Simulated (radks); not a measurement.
The numbers below are computed, except where a source is named.
Coulomb parameter of the 4d shell of the rhodium ion Rh+ in the model configuration [Kr] 4d7 5s1, as a second difference U = [E(n + 1) + E(n - 1) - 2 E(n)] / (1)^2 with all orbitals relaxed. "Bare": the charge of the atom changes with n. "Screened": the 5s shell takes up the change at fixed total charge, which measures U(4d,4d) + U(5s,5s) - 2 U(4d,5s). Code: a radial shooting solver on a logarithmic mesh with Libxc functionals. Model: scalar-relativistic Kohn-Sham, PBE, spin-unpolarised, spherical densities, finite nucleus; Fermi nuclear charge, rms radius 4.4945 fm.

case	configuration	E - E(n) (eV)
start	[Kr] 4d7 5s1	0.000
bare +1	[Kr] 4d8 5s1	-11.127
bare -1	[Kr] 4d6 5s1	22.894
screened +1	[Kr] 4d8	-3.667
screened -1	[Kr] 4d6 5s2	5.543

U(bare) = 11.767 eV, U(screened by 5s) = 1.876 eV, against the Slater integral F0(4d,4d) = 16.775 eV with frozen orbitals.
